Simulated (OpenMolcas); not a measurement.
Cu2+: moving or changing the point charges

Cu2+ among 4 point charges of -1 e arranged as a tetrahedron (Td), 2.13 Å from the ion.

```json
{
  "Program": "OpenMolcas 26.06",
  "Method": "SS-CASPT2, IPEA 0.25 Eh, imaginary shift 0.1 Eh (closed shells correlated: 3s 3p)",
  "Basis": "ANO-RCC-VDZP [5s4p2d1f]",
  "Scalar Hamiltonian": "DKH2, point nucleus",
  "Active space": "9 electrons in 5 orbitals (3d)",
  "State averaging": "2S+1 = 2 even, 5 roots",
  "Spin-orbit coupling": "RASSI with atomic mean-field integrals over the reference wave functions"
}
```

Runs around this geometry, states (labels of Td). Energies in cm-1 above the lowest state or level, χT in cm3 K/mol; under a threefold ground state the first gap can be a small split of the lowest multiplet, not the spin-orbit step; 10Dq is the gap between the two states; 10Dq is negative for this site.

```tsv
R (Å)	q (e)	Ground state	First state of that spin	10Dq	First gap with spin-orbit (degeneracies)	χT at 300 K
2.13	-0.5	2T2	2E 340	-339	190 (2, 4)	1.523
1.96	-1	2T2	2E 940	-940	460 (2, 4)	1.273
2.13	-1	2T2	2E 680	-677	360 (2, 4)	1.384
2.33	-1	2T2	2E 430	-432	240 (2, 4)	1.489
```

Taking |10Dq| as R^-n, n = -ln(432 / 940) / ln(2.33 / 1.96) = 4.5 between the shortest and longest distance. The point-charge formula for a cubic d site gives n = 5.

Scaling the charges by -0.5 / -1 = 0.50 scales |10Dq| by 339 / 677 = 0.50; with fixed orbitals a first-order splitting would follow the charge.

Roots that are degenerate in the reference are averaged as groups; the widest CASPT2 spread within a group is 74 cm-1 (the 3-fold group of multiplicity 2 near 0 cm-1 above the lowest state of its run, R = 2.13, q = -1). Shifts and gaps below about the spread of the groups concerned are not significant. An orbital triplet at a regular site is open to Jahn-Teller coupling, which can distort the site and quench the lowest spin-orbit gaps and is left out. The ground term spreads over less than 5000 cm-1, several times less than with real ligands, so orbital moments are less quenched and χT lies further from the spin-only value than at real sites. Free-ion shares, where given, are those of the reference states; single-state CASPT2 does not remix them. Point charges carry no covalency, so the field is a model and not that of real ligands. No measured value stands beside these numbers.
